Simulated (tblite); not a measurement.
Species: C2H10OSi3.
Geometry (GFN2-xTB, Å), atoms numbered from 1 in this order:
```xyz
16
C2H10OSi3 angstrom
Si     2.3106   -0.0263   -0.5622
Si     0.8165   -0.8434    0.9978
C     -0.9709   -0.3258    0.6270
C     -1.4204   -0.5233   -0.8256
O     -1.7377    0.8216   -1.1878
Si    -1.4183    1.5017    0.2874
H      2.1196   -0.6042   -1.8980
H      3.6956   -0.3378   -0.1939
H      2.2479    1.4294   -0.7231
H      1.0886   -0.4003    2.3756
H      0.8268   -2.3184    1.0547
H     -1.6526   -0.8128    1.3235
H     -0.6453   -0.8949   -1.5010
H     -2.3101   -1.1464   -0.9384
H     -2.6234    2.0159    0.9306
H     -0.3345    2.4739    0.2219
```

Level: GFN2-xTB in tblite, geometry and Hessian alike; calculated harmonic values, unscaled, isolated species. The method is semi-empirical: single wavenumbers can be off by several per cent or more. Modes of hydrogen on silicon can be 10 to 20 % off. One conformer, not necessarily the lowest. The optimisation stopped once no atom felt more than 0.01 eV/Å.

Lowest wavenumbers of the output (negative numbers stand for imaginary wavenumbers):
```
mode    cm-1
  1     -39.0
  2      64.3
  3      71.1
  4     137.2
  5     168.7
  6     287.2
  7     369.1
  8     412.1
  9     444.1
 10     466.5
 11     472.2
 12     537.7
 13     553.3
 14     581.7
 15     614.4
```

Q: Is this structure a minimum?

A: Not by this Hessian. 1 mode is imaginary beyond 20i (39i cm⁻¹), so at this level the point lies at or near a first-order saddle. The curvature is small, so loose convergence or finite differences may be the whole cause.

Q: Which atoms move in the imaginary mode?

A: 39i: H9 (Si–H hydrogen) 31 %, H7 (Si–H hydrogen) 29 %, H8 (Si–H hydrogen) 22 %. These are shares of the mass-weighted motion.

Q: What is the remedy?

A: Step along that mode in both directions, optimise again with tighter thresholds and repeat the frequencies. The zero-point energy of this point (65.7 kcal/mol) counts the 41 real modes alone, and thermal corrections from it aren't those of a minimum.
